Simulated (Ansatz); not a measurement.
This geometry of CH8ClPSi2 (13 atoms, charge 0, multiplicity 1) is a first-order saddle point.

These are results of RKS PBE-D4/cc-pVDZ in Ansatz, not measurements.

```xyz
13
Properties=species:S:1:pos:R:3
P -0.118 2.233 1.731
Si -0.667 1.160 -0.115
Si 0.754 -0.716 -0.040
C -0.022 -2.137 -1.069
Cl -0.408 -1.509 -2.730
H 0.511 1.573 2.811
H -0.265 3.620 1.967
H -2.122 0.746 -0.201
H -0.365 2.051 -1.294
H 2.104 -0.370 -0.614
H 0.927 -1.190 1.388
H 0.663 -2.999 -1.193
H -0.971 -2.497 -0.625
```

**Question.** Which two structures does it join? (They come from a converged band through this point; their orientation in space is the band's.)

**Answer.** No bond is made or broken. The height of P1 over the plane of its neighbours goes from 0.89 to -0.89 Å.

Initial state:

```xyz
13
Properties=species:S:1:pos:R:3
P -0.628 2.645 1.692
Si -0.979 1.055 0.071
Si 0.697 -0.597 0.077
C 0.334 -2.014 -1.166
Cl 0.101 -1.327 -2.831
H -0.301 1.665 2.706
H 0.762 2.819 1.325
H -2.330 0.429 0.335
H -1.038 1.773 -1.255
H 2.029 0.024 -0.273
H 0.800 -1.206 1.460
H 1.167 -2.742 -1.223
H -0.594 -2.560 -0.903
```

Final state:

```xyz
13
Properties=species:S:1:pos:R:3
P -0.028 2.572 1.678
Si -0.617 1.109 0.008
Si 0.917 -0.680 0.032
C 0.315 -2.086 -1.126
Cl 0.016 -1.425 -2.791
H -0.492 1.681 2.719
H -1.291 3.278 1.627
H -2.022 0.565 0.156
H -0.524 1.854 -1.301
H 2.282 -0.225 -0.421
H 1.038 -1.255 1.429
H 1.064 -2.897 -1.224
H -0.638 -2.526 -0.772
```

**Question.** How far does it lie above each of them?

**Answer.** 104.3 kJ/mol above the first and 102.4 kJ/mol above the second. This is the barrier of this one path; another mechanism may lie lower.

The run took 4.8 min on 2 threads of Arm Neoverse V2 (shared host), peak memory 0.2 GiB.
